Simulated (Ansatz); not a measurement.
Born–Oppenheimer molecular dynamics of CH₅AlF₂Si (10 atoms, charge 0, multiplicity 1). It starts from a relaxed structure.

Theory: UHF/STO-3G in Ansatz.

```yaml
ensemble: NVE (velocity Verlet)
time_step: 0.5 fs
steps_asked: 400
starting_velocities_drawn_for: 3000 K
seed: 665963
```

First frame:

```xyz
10
Properties=species:S:1:pos:R:3
F -2.442 0.397 1.581
C -1.372 0.859 0.819
F -0.471 1.423 1.718
Al -0.588 -0.532 -0.318
Si 1.667 -0.585 -0.697
H -1.763 1.693 0.194
H -1.545 -1.479 -0.924
H 1.970 -0.786 -2.075
H 2.293 -1.652 0.011
H 2.335 0.611 -0.306
```

How far do the bonds stretch over the last three quarters of this one trajectory? (Pairs bonded in most of those frames.)


| bond | mean (Å) | spread (Å) | shortest | longest |
| --- | --- | --- | --- | --- |
| F1–C2 | 1.397 | 0.031 | 1.32 | 1.46 |
| C2–F3 | 1.406 | 0.054 | 1.32 | 1.52 |
| C2–Al4 | 1.957 | 0.079 | 1.82 | 2.13 |
| C2–H6 | 1.113 | 0.016 | 1.08 | 1.15 |
| Al4–Si5 | 2.342 | 0.177 | 2.03 | 2.58 |
| Al4–H7 | 1.517 | 0.139 | 1.30 | 1.72 |
| Si5–H8 | 1.436 | 0.043 | 1.36 | 1.52 |
| Si5–H9 | 1.432 | 0.035 | 1.37 | 1.49 |
| Si5–H10 | 1.441 | 0.063 | 1.33 | 1.56 |

Mean temperature of the second half: 1566 K. The conserved energy stayed within 1.4 meV per atom of its start (net change 0.83 meV per atom), so the integration is sound. The temperature averaged 0.52 of the 3000 K drawn at the start: a run that starts near a minimum puts about half its kinetic energy into the potential. A run of 0.2 ps of so small a system gives no equilibrium averages. Limits of this set-up: minimal basis.

Time of the run: 5.3 min on 1 thread of Arm Neoverse V1 (shared host), peak memory 0.1 GiB.
